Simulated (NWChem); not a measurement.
The numbers come from NWChem runs, not from measurements. System: CH$_{3}$BO, charge 0, spin multiplicity 1, at a geometry optimised with B3LYP/def2-SVP. The structure started from a generated list of species. Level: CCSD(T)/def2-TZVP, 3 core orbitals frozen.

Part of the output:

```
             Northwest Computational Chemistry Package (NWChem) 7.3.0
             --------------------------------------------------------

                                NWChem Input Module
                                -------------------

 Scaling coordinates for geometry "geometry" by  1.889725989
 (inverse scale =  0.529177249)

 Turning off AUTOSYM since
 SYMMETRY directive was detected!

                             Geometry "geometry" -> ""
                             -------------------------

 Output coordinates in angstroms (scale by  1.889725989 to convert to a.u.)

  No.       Tag          Charge          X              Y              Z
 ---- ---------------- ---------- -------------- -------------- --------------
    1 B                    5.0000     1.28729200     0.38173100     0.00000000
    2 H                    1.0000     1.75431800    -0.09507500     1.02181500
    3 H                    1.0000     1.75431800    -0.09507500    -1.02181500
    4 H                    1.0000     1.25096800     1.60167200     0.00000000
    5 O                    8.0000    -1.26588800    -0.37536900     0.00000000
    6 C                    6.0000    -0.17816000    -0.05287000     0.00000000

 Effective nuclear repulsion energy (a.u.)      56.3281492229

            Nuclear Dipole moment (a.u.)
            ----------------------------
        X                 Y               Z
 ---------------- ---------------- ----------------
     0.0000000000     0.0000094486     0.0000000000

      Symmetry information
      --------------------

 Group name             Cs
 Group number              2
 Group order               2
 No. of unique centers     5

      Symmetry unique atoms

     1    2    4    5    6


 Summary of "ao basis" -> "" (spherical)
 ------------------------------------------------------------------------------
       Tag                 Description            Shells   Functions and Types
 ---------------- ------------------------------  ------  ---------------------
 *                         def2-tzvp                  on all atoms

 Summary of "ao basis" -> "ao basis" (spherical)
 ------------------------------------------------------------------------------
       Tag                 Description            Shells   Functions and Types
 ---------------- ------------------------------  ------  ---------------------
 B                         def2-tzvp                11       31   5s3p2d1f
 H                         def2-tzvp                 4        6   3s1p
 O                         def2-tzvp                11       31   5s3p2d1f
 C                         def2-tzvp                11       31   5s3p2d1f

                                 NWChem SCF Module
                                 -----------------

  ao basis        = "ao basis"
  functions       =   111
  atoms           =     6
  closed shells   =    11
  open shells     =     0
  charge          =   0.00
  wavefunction    = RHF
  use symmetry    = T
  symmetry adapt  = T

 Summary of "ao basis" -> "ao basis" (spherical)
 ------------------------------------------------------------------------------
       Tag                 Description            Shells   Functions and Types
 ---------------- ------------------------------  ------  ---------------------
 B                         def2-tzvp                11       31   5s3p2d1f
 H                         def2-tzvp                 4        6   3s1p
 O                         def2-tzvp                11       31   5s3p2d1f
 C                         def2-tzvp                11       31   5s3p2d1f

      Symmetry analysis of basis
      --------------------------

        a'         74
        a"         37

 Forming initial guess at       0.1s

      Superposition of Atomic Density Guess
      -------------------------------------

 Sum of atomic energies:        -138.48977590

      Non-variational initial energy
      ------------------------------

 Total energy =    -139.743037
 1-e energy   =    -298.404508
 2-e energy   =     102.333321
 HOMO         =      -0.420071
 LUMO         =       0.004180

      Symmetry analysis of molecular orbitals - initial
      -------------------------------------------------
[...]
    87     -0.311064  6 C  py                34     -0.296477  2 H  s
    40     -0.296477  3 H  s                 56      0.237078  5 O  py
    13     -0.221904  1 B  py                59      0.213726  5 O  py

 Vector   14  Occ=0.000000D+00  E= 1.048000D-01  Symmetry=a'
              MO Center=  3.0D-02,  9.3D-03, -1.4D-14, r^2= 7.7D+00
   Bfn.  Coefficient  Atom+Function         Bfn.  Coefficient  Atom+Function
  ----- ------------  ---------------      ----- ------------  ---------------
     5      5.541555  1 B  s                 85     -3.789026  6 C  s
    92     -2.075805  6 C  px                12     -1.597890  1 B  px
    54     -1.080352  5 O  s                  4      0.962399  1 B  s
     9     -0.918976  1 B  px                34     -0.844523  2 H  s
    40     -0.844523  3 H  s                 46     -0.845298  4 H  s

 center of mass
 --------------
 x =  -0.15362521 y =  -0.04556055 z =   0.00000000

 moments of inertia (a.u.)
 ------------------
          30.622898232233         -52.580825865495           0.000000000000
         -52.580825865495         192.349810433237           0.000000000000
           0.000000000000           0.000000000000         207.941727259575

  Mulliken analysis of the total density
  --------------------------------------

    Atom       Charge   Shell Charges
 -----------   ------   -------------------------------------------------------
    1 B    5     5.33   0.91  1.07  0.43  0.48  0.06  1.05  1.09  0.14  0.04  0.06  0.01
    2 H    1     0.99   0.24  0.51  0.22  0.01
    3 H    1     0.99   0.24  0.51  0.22  0.01
    4 H    1     0.99   0.24  0.51  0.22  0.01
    5 O    8     8.15   0.79  1.18  0.60  0.94  0.30  1.82  1.87  0.62  0.01  0.03  0.00
    6 C    6     5.54   0.86  1.12  0.62  0.64  0.07  1.04  0.91  0.11  0.04  0.11  0.02

       Multipole analysis of the density wrt the origin
       ------------------------------------------------

     L   x y z        total         open         nuclear
     -   - - -        -----         ----         -------
     0   0 0 0     -0.000000      0.000000     22.000000

     1   1 0 0     -0.637747      0.000000      0.000000
     1   0 1 0     -0.189174      0.000000      0.000009
     1   0 0 1     -0.000000      0.000000      0.000000

     2   2 0 0    -17.385459      0.000000    103.618049
     2   1 1 0     -0.894551      0.000000     28.514841
     2   1 0 1      0.000000      0.000000      0.000000
     2   0 2 0    -14.633944      0.000000     15.912702
     2   0 1 1      0.000000      0.000000      0.000000
     2   0 0 2    -14.368701      0.000000      7.457139

                   NWChem Extensible Many-Electron Theory Module
                   ---------------------------------------------


            General Information
            -------------------
      Number of processors :     1
         Wavefunction type : Restricted Hartree-Fock
          No. of electrons :    22
           Alpha electrons :    11
            Beta electrons :    11
           No. of orbitals :   222
            Alpha orbitals :   111
             Beta orbitals :   111
        Alpha frozen cores :     3
         Beta frozen cores :     3
     Alpha frozen virtuals :     0
      Beta frozen virtuals :     0
         Spin multiplicity : singlet
    Number of AO functions :   111
       Number of AO shells :    45
        Use of symmetry is : on
      Symmetry adaption is : on
         Schwarz screening : 0.10D-09

          Correlation Information
          -----------------------
          Calculation type : Coupled-cluster singles & doubles w/ perturbation
   Perturbative correction : (T)
            Max iterations :      100
        Residual threshold : 0.10D-05
     T(0) DIIS level shift : 0.00D+00
     L(0) DIIS level shift : 0.00D+00
     T(1) DIIS level shift : 0.00D+00
     L(1) DIIS level shift : 0.00D+00
     T(R) DIIS level shift : 0.00D+00
     T(I) DIIS level shift : 0.00D+00
   CC-T/L Amplitude update :  5-th order DIIS
                I/O scheme : Global Array Library
        L-threshold :  0.10D-05
        EOM-threshold :  0.10D-05
 no EOMCCSD initial starts read in
 TCE RESTART OPTIONS
 SLICE:      F
 D4D5:       F
 quantumc:   F
 qrotation:  F
 pwtce:      F
 qducc:      F
 nacto:                         0
 nrotv:                         0
 nrot:                          0

            Memory Information
            ------------------
          Available GA space size is     249024479 doubles
          Available MA space size is     104852876 doubles

 Maximum block size supplied by input
 Maximum block size        24 doubles

 tile_dim =     22

 -------------------------------------------------
   1    alpha     a'     6 doubles       0       1
   2    alpha     a"     2 doubles       6       2
   3    beta      a'     6 doubles       8       1
   4    beta      a"     2 doubles      14       2
   5    alpha     a'    21 doubles      16       5
   6    alpha     a'    22 doubles      37       6
   7    alpha     a'    22 doubles      59       7
   8    alpha     a"    17 doubles      81       8
   9    alpha     a"    18 doubles      98       9
  10    beta      a'    21 doubles     116       5
  11    beta      a'    22 doubles     137       6
  12    beta      a'    22 doubles     159       7
  13    beta      a"    17 doubles     181       8
  14    beta      a"    18 doubles     198       9

 Global array virtual files algorithm will be used

 Parallel file system coherency ......... OK

 4-electron integrals stored in orbital form

 v2    file size   =         13698574
 4-index algorithm nr.  13 is used
 imaxsize =       30
 imaxsize ichop =        0


CCSD iterations
 ---------------------------------------------------------
 Iter          Residuum       Correlation     Cpu    Wall
 ---------------------------------------------------------
    1   0.1976879524826  -0.4906397028877     1.4     1.4
    2   0.0500248366841  -0.4958453289624     1.3     1.3
    3   0.0171384446120  -0.5081650759257     1.0     1.0
    4   0.0078385457834  -0.5083111088645     1.2     1.2
    5   0.0032657575669  -0.5096226012003     1.2     1.2
    6   0.0013858053702  -0.5098650115199     1.3     1.3
    7   0.0005899094814  -0.5098944630218     1.3     1.3
    8   0.0003281271571  -0.5099103597793     1.3     1.3
    9   0.0001770150440  -0.5099122973255     0.9     0.9
   10   0.0001098664873  -0.5099203575053     0.9     0.9
   11   0.0000256664254  -0.5099268084214     1.0     1.0
   12   0.0000114703800  -0.5099269336368     1.0     1.0
   13   0.0000065279967  -0.5099269785833     0.9     0.9
   14   0.0000036672897  -0.5099269356639     0.9     0.9
   15   0.0000021840373  -0.5099268694264     0.9     0.9
   16   0.0000004824415  -0.5099267699907     1.0     1.0
 -----------------------------------------------------------------
 Iterations converged
 CCSD correlation energy / hartree =        -0.509926769990736
 CCSD total energy / hartree       =      -139.705749546911250

 Singles contributions

 Doubles contributions
 CCSD(T)
 Using plain CCSD(T) code
             total no. of tasks          295
 total no. of tasks / no. procs          295
                         wl_min        39304           5.8
                         wl_max      2299968          11.5
        thresh for no. of tasks          295

 CCSD[T]  correction energy / hartree =        -0.025109665935083
 CCSD[T] correlation energy / hartree =        -0.535036435925819
 CCSD[T] total energy / hartree       =      -139.730859212846326
 CCSD(T)  correction energy / hartree =        -0.023217097592205
 CCSD(T) correlation energy / hartree =        -0.533143867582941
 CCSD(T) total energy / hartree       =      -139.728966644503458

 Task  times  cpu:       98.0s     wall:       98.0s

 Total times  cpu:       98.1s     wall:       98.1s
```

Task: Write an NWChem input that would produce this output.

Result: This is not unique; one that fits is 
```
start mol
memory heap 100 mb stack 700 mb global 1900 mb
geometry units angstroms nocenter noautoz
  B      1.287292     0.381731     0.000000
  H      1.754318    -0.095075     1.021815
  H      1.754318    -0.095075    -1.021815
  H      1.250968     1.601672     0.000000
  O     -1.265888    -0.375369     0.000000
  C     -0.178160    -0.052870     0.000000
  symmetry group Cs
end
basis spherical
  * library def2-tzvp
end
scf
  rhf
  nopen 0
  maxiter 100
  thresh 1e-7
  semidirect memsize 60000000 filesize 0
end
tce
  freeze core 3
  ccsd(t)
  2eorb
  2emet 13
  thresh 1e-6
  maxiter 100
  tilesize 24
end
task tce energy
```
